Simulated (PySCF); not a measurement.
# Where the electron goes

C₆H₁₁N.
Numbering: `[CH2:1]=[CH:2][CH2:3][N:4]=[C:5]([CH3:6])[CH3:7]` (hydrogens: H8, H9 on C1; H10 on C2; H11, H12 on C3; H13, H14, H15 on C6; H16, H17, H18 on C7)

Cartesian coordinates in Å at the PBE0-D3(BJ)/def2-SVP level; atoms count from 1:
```
atom  x, y, z in Å
C1     3.052    0.418   -0.775
C2     2.191   -0.139    0.075
C3     0.859    0.435    0.453
N4    -0.149   -0.595    0.492
C5    -1.369   -0.322    0.263
C6    -2.372   -1.436    0.326
C7    -1.906    1.052   -0.065
H8     2.827    1.358   -1.289
H9     4.020   -0.043   -0.991
H10    2.433   -1.091    0.564
H11    0.944    0.863    1.473
H12    0.619    1.286   -0.214
H13   -1.867   -2.380    0.562
H14   -3.138   -1.227    1.092
H15   -2.904   -1.534   -0.636
H16   -1.460    1.438   -0.996
H17   -1.660    1.773    0.732
H18   -2.997    1.041   -0.191
```

Computed, not measured: PySCF, TDDFT CAM-B3LYP/def2-SVPD, vertical, gas phase, core orbitals frozen in the response.

Frontier orbitals with the atoms that hold most of them (Löwdin shares over 4%, at most four atoms; ? is withheld):

```csv
orbital,ε (eV),atoms
HOMO-3,-11.08,"C2 24%, C1 18%, C3 16%, H10 12%"
HOMO-2,-9.35,"N4 36%, C5 21%, C2 7%, C3 7%"
HOMO-1,-8.68,?
HOMO,-8.44,?
LUMO,?,"C5 21%, N4 18%, C1 8%, C3 8%"
LUMO+1,1.28,"C7 21%, C5 12%, C6 11%, H17 10%"
LUMO+2,1.64,"C1 26%, C2 25%, H8 8%, C5 6%"
```

Problem. Which atoms hold the HOMO-1, and with what shares?

Solution. C1 (bonded to C and 2 H) 35%; C2 (bonded to 2 C and H) 32%; C3 (bonded to C, N and 2 H) 9%; H11 (bonded to C) 5%. By element: carbon 76% or more, hydrogen 5% or more.

Problem. Give the leading atoms of the HOMO.

Solution. N4 (bonded to 2 C) 58%; C3 (bonded to C, N and 2 H) 11%; C5 (bonded to 2 C and N) 10%; C7 (bonded to C and 3 H) 7%. By element: nitrogen 58%, carbon 28% or more.

Problem. What is the LUMO energy, and the HOMO–LUMO gap?

Solution. ε(LUMO) = 1.10 eV; the gap is 9.54 eV (0.3506 hartree).

Problem. The HOMO–LUMO gap is 9.54 eV. Where does the response calculation put the lowest singlet, and from which orbitals?

Solution. S1 is at 5.19 eV (f = 0.0022), 4.35 eV below the gap, made of HOMO→LUMO (67%), HOMO→LUMO+1 (18%), HOMO→LUMO+2 (10%). 

Next come S2 at 6.84 eV (f 0.015), HOMO→LUMO+2 (31%), HOMO→LUMO (29%), HOMO→LUMO+1 (28%); S3 at 7.03 eV (f 0.0088), HOMO→LUMO+2 (44%), HOMO→LUMO+1 (36%), HOMO-1→LUMO (11%); S4 at 7.12 eV (f 0.020), HOMO-1→LUMO (76%); S5 at 7.28 eV (f 0.180), HOMO-1→LUMO+2 (45%), HOMO-1→LUMO+1 (25%), HOMO-1→LUMO+3 (12%).

Löwdin shares depend on the basis, the more so with diffuse functions.

One conformer stands for the species.
